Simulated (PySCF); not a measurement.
**CsSi: one state, many levels of theory**

State: ⁴Σ⁻ (quartet), unpaired electrons σ ↑, π ↑↑. Set-up: PySCF, scalar-relativistic core potentials, basis sets Cs def2-SVPD with ECP46, Si def2-SVPD. De refers to Cs + Si in their high-spin ground configurations, without counterpoise correction. The functionals are run spin-unrestricted. A positive dipole means Cs(−)Si(+).

```tsv
Level	Re (Å)	ωe (cm⁻¹)	De (eV)	μ (D)	CPU s a point (SCF and correlation, without the integrals)
UHF	3.474	158	1.19	-12.20	0.15
UHF-MP2	3.413	165	1.53	n/a	0.25
UHF-SCS-MP2	3.421	164	1.40	n/a	n/a
UHF-CCSD	3.420	164	1.43	n/a	n/a
UHF-CCSD(T)	3.418	164	1.46	n/a	5.5
PBE	3.358	158	1.70	-9.15	0.59
BP86	3.362	157	1.62	-9.22	0.41
TPSS	3.372	160	1.81	-9.90	0.92
r²SCAN	3.376	162	1.82	-10.40	0.87
PBE0	3.350	164	1.69	-10.15	0.89
MN15	3.344	167	1.65	-9.87	1
ωB97X	3.350	174	1.71	-11.44	0.65
```

The bond length runs from 3.344 Å (MN15) to 3.474 Å (UHF). De spans 1.19 eV (UHF, mean field) to 1.82 eV (r²SCAN, meta-GGA). Correlation at CCSD(T) changes the Hartree–Fock bond energy by +0.27 eV; the triples alone change it by +0.03 eV.

Correlated steps freeze 5 core orbitals. Correlated levels converge slowly with the basis: in double zeta they bind strong bonds too weakly, by up to about 1 eV, and carry superposition errors of some tenths. These are scalar-relativistic numbers at best; spin–orbit coupling would shift them, the dissociation energy most. The state was picked by a PBE0 search and need not be the measured ground state.

The whole job (state search and all levels along the bond) took about 2.5 min on 1 thread of Arm Neoverse V1 (shared host), peak memory 0.62 GiB.
